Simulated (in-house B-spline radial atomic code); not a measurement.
## PBE excitations of Cu II (Cu+)

Method: PBE. Computed with an all-electron radial atomic-structure program (B-spline basis): linear response of the closed shell [Ar] 3d10 with the functional's adiabatic kernel; scalar-relativistic (spin-free one-electron X2C), finite nucleus, no spin-orbit coupling, no double excitations, S, P, D and F terms only. Only terms of natural parity with L up to 3 were computed.

Command:
```bash
python run_td.py task.json out
```
Settings (radii: box in bohr, nucleus in fm):
```
Z                        29
electrons                28
configuration            [Ar] 3d10
hamiltonian              x2c
method                   pbe,pbe
box_radius               6.5
wall_radius              6.5
rms_radius               3.8823
intervals                67
```

Time taken, with all properties: 0.8 s on 1 thread of Intel(R) Xeon(R) Platinum 8259CL CPU @ 2.50GHz (Skylake/Cascade Lake), on a shared host.

Confined states, up to the first strongly mixed one, which can leave gaps near the end. Labels give the largest channel, * marks a mixed state, and oscillator strengths are full-response dipole values. Semilocal kernels can invert the small singlet-triplet splittings of Rydberg terms. Energies in eV:

```
     state  full response  Tamm-Dancoff  oscillator strength
3d → 4s 3D          1.363         1.445                    -
3d → 4s 1D          1.979         1.994                    -
3d → 4p 3P              ?             ?                    -
3d → 4p 3F          7.142         7.167                    -
3d → 4p 1F              ?             ?                    -
3d → 4p 1P          8.151         8.245                0.399
3d → 4d 3S         14.138        14.176                    -
3d → 4d 3D         14.648        14.657                    -
3d → 4d 1D         15.019        15.037                    -
3d → 5s 3D         15.492        15.504                    -
```

Problem. Where does 3d → 4p 3P lie?

Solution. At 7.048 eV in full response, 7.084 eV in Tamm-Dancoff.

Problem. Where does 3d → 4p 1F lie?

Solution. At 7.387 eV in full response, 7.391 eV in Tamm-Dancoff.

Problem. How large is the singlet-triplet splitting of 3d → 4s (D terms) in Tamm-Dancoff?

Solution. 0.549 eV, from the unrounded values.

Problem. What polarisabilities and dispersion coefficient does the method give?

Solution. Dipole 7.997 bohr³, quadrupole 71.82 bohr⁵, C6 27.46 hartree·bohr⁶ for two such species.
